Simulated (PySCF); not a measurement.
All of these have the formula C6H6FNO. Theory: PySCF 2.14.0, density-fitted response routines, TDDFT wB97X-D/def2-SVPD, vertical, gas phase, core orbitals frozen in the response. Geometries: GFN2-xTB; one conformer of each isolated species. Triplets are in the Tamm–Dancoff approximation.

A. `C(#N)/C=C(/CF)C(=O)C`
B. `CO/C=C1/C[C@]1(F)C#N`
C. `[H]/N=C\C=C(\C)C(F)=C=O`

Lowest singlet levels (six at most, fewer where fewer were computed) with oscillator strengths:

1. 526 nm (f 0.000); 285 nm (f 0.214); 274 nm (f 0.003); 233 nm (f 0.000); 228 nm (f 0.120); 198 nm (f 0.002); T1 2.00 eV
2. 340 nm (f 0.000); 228 nm (f 0.395); 214 nm (f 0.000); 188 nm (f 0.001); 176 nm (f 0.017); 176 nm (f 0.005); T1 3.19 eV
3. 205 nm (f 0.273); 193 nm (f 0.003); 186 nm (f 0.003); 166 nm (f 0.065); 166 nm (f 0.011); 164 nm (f 0.034); T1 4.16 eV

Problem. Which spectrum belongs to which structure?

Solution. 1 = C, 2 = A, 3 = B.
- A: S1 at 3.64 eV, HOMO→LUMO (92%); Löwdin shares by element: HOMO oxygen 61%, carbon 31% or more; LUMO carbon 55% or more, oxygen 16% (atoms not listed hold the other 29%); HOMO -10.19 and LUMO -1.30 eV; point group Cs, 2 of its 6 listed states under f = 0.0005.
- B: S1 at 6.06 eV, HOMO→LUMO (97%); Löwdin shares by element: HOMO carbon 57% or more, oxygen 26% (atoms not listed hold the other 17%); LUMO carbon 45% or more, nitrogen 13% (atoms not listed hold the other 42%); HOMO -9.29 and LUMO 0.76 eV.
- C: S1 at 2.36 eV, HOMO→LUMO (91%), HOMO-2→LUMO (9%); Löwdin shares by element: HOMO carbon 51% or more, oxygen 12% (atoms not listed hold the other 37%); LUMO carbon 50% or more, oxygen 30%, fluorine 10%; HOMO -8.36 and LUMO -0.73 eV; point group Cs, 2 of its 6 listed states under f = 0.0005.
